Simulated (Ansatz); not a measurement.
ScF₃⁺. Charge 1, multiplicity 2. Geometry PBE0-D4/def2-TZVP, that of the neutral singlet; atoms count from 1.

Cartesian coordinates in Å:
```
Sc -0.001 -0.001 0.003
F 1.808 0.013 0.326
F -0.964 1.561 0.107
F -0.844 -1.573 -0.435
```

The structure comes from a short search, and lower isomers may exist.

Question: Estimate the Mulliken populations from the PBE0/def2-TZVP orbitals of Ansatz.

Answer: 
```tsv
atom	charge (e)	spin (α − β)	d electrons
Sc1	1.67	-0.08	1.01
F2	-0.23	0.35	–
F3	-0.22	0.37	–
F4	-0.22	0.37	–
```
Mulliken values and Mayer orders depend strongly on the basis.

Question: Where does the spin sit?

Answer: Summed by element: Sc -0.08, F 1.08, of 1 unpaired in all. Largest on single atoms: F4 0.37, F3 0.37, F2 0.35.

Question: And the Mayer bond orders between bonded heavy atoms (over 0.3)?

Answer: Sc1–F2 0.80 (1.84 Å); Sc1–F3 0.79 (1.84 Å); Sc1–F4 0.79 (1.84 Å).
